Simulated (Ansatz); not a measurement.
Reaction (ligand exchange at the Si–O bond): `[CH3][Al]([SiH3])[O][SiH3]` + `OC(O)O` → `OC(O)O[SiH3]` + `[CH3][Al]([OH])[SiH3]`

Calculated with Ansatz (gas phase, PBE0-D4/def2-TZVP geometries, no zero-point term in ΔE). CCSD(T)/CBS is the MP2 limit (def2-TZVPP, def2-QZVPP) plus CCSD(T) − MP2 in def2-TZVPP, frozen cores. Functionals use def2-TZVPP. One conformer a species, not always the lowest.

Task: Is it downhill or uphill in electronic energy at CCSD(T)/CBS, and by how much? (An estimate is asked.)

Result: The calculation gave: Uphill: ΔE = +23.0 kJ/mol.

Task: What do these levels give: ωB97X-V, B2PLYP, r2SCAN, SCS-MP2/def2-TZVPP, HF/def2-QZVPP, MP2/CBS(def2)? (Best estimate.)

Result: Computed: ωB97X-V 22.3, B2PLYP 23.8, r2SCAN 21.8, SCS-MP2/def2-TZVPP 24.3, HF/def2-QZVPP 33.9, MP2/CBS(def2) 22.1 kJ/mol.

Largest T1 diagnostic among the species: 0.013.

In def2-TZVPP, CCSD(T) changes the Hartree–Fock value by −9.9 kJ/mol (the triples alone add −1.8 kJ/mol) and MP2 by −10.7 kJ/mol. From PBE to PBE0 (25 % exact exchange), in def2-TZVPP and without D4, ΔE moves by +3.7 kJ/mol.
